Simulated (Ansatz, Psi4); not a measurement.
Internal rotation in SMILES FB(F)B(F)F. Scanned: dihedral F1–B2–B4–F5; all other coordinates were relaxed at B3LYP-D3(BJ)/def2-SVP. Points at φ and −φ are mirror images. Heavy atoms are numbered in the order of the SMILES FB(F)B(F)F, hydrogens after them in the order of the atoms that carry them; the mirror image has the same energies with the sign of each dihedral reversed.

- PBE-D3(BJ)/def2-TZVP // B3LYP-D3(BJ)/def2-SVP (Psi4)
- RHF/cc-pVTZ // B3LYP-D3(BJ)/def2-SVP (Ansatz, a first-principles code)
- CCSD(T)/cc-pVTZ = CCSD(T) on RHF/cc-pVTZ, frozen core // B3LYP-D3(BJ)/def2-SVP (Ansatz)

Energies relative to the lowest point of each profile, in mEh:

```json
[
 {"φ / °": "-165", "PBE-D3(BJ)/def2-TZVP": "0.1", "RHF/cc-pVTZ": "0.0"},
 {"φ / °": "-135", "PBE-D3(BJ)/def2-TZVP": "0.1", "RHF/cc-pVTZ": "0.0"},
 {"φ / °": "-105", "PBE-D3(BJ)/def2-TZVP": "0.0", "RHF/cc-pVTZ": "0.0"},
 {"φ / °": "-75", "PBE-D3(BJ)/def2-TZVP": "0.0", "RHF/cc-pVTZ": "0.0"},
 {"φ / °": "-45", "PBE-D3(BJ)/def2-TZVP": "0.1", "RHF/cc-pVTZ": "0.0"},
 {"φ / °": "-15", "PBE-D3(BJ)/def2-TZVP": "0.1", "RHF/cc-pVTZ": "0.0"},
 {"φ / °": "15", "PBE-D3(BJ)/def2-TZVP": "0.1", "RHF/cc-pVTZ": "0.0"},
 {"φ / °": "45", "PBE-D3(BJ)/def2-TZVP": "0.1", "RHF/cc-pVTZ": "0.0"},
 {"φ / °": "75", "PBE-D3(BJ)/def2-TZVP": "0.0", "RHF/cc-pVTZ": "0.0"},
 {"φ / °": "105", "PBE-D3(BJ)/def2-TZVP": "0.0", "RHF/cc-pVTZ": "0.0"},
 {"φ / °": "135", "PBE-D3(BJ)/def2-TZVP": "0.1", "RHF/cc-pVTZ": "0.0"},
 {"φ / °": "165", "PBE-D3(BJ)/def2-TZVP": "0.1", "RHF/cc-pVTZ": "0.0"}
]
```

Problem. What does CCSD(T)/cc-pVTZ give at the same points?

Solution. -165: 0.0; -135: 0.3; -105: 0.5; -75: 0.5; -45: 0.3; -15: 0.0; 15: 0.0; 45: 0.3; 75: 0.5; 105: 0.5; 135: 0.3; 165: 0.0 (mEh).
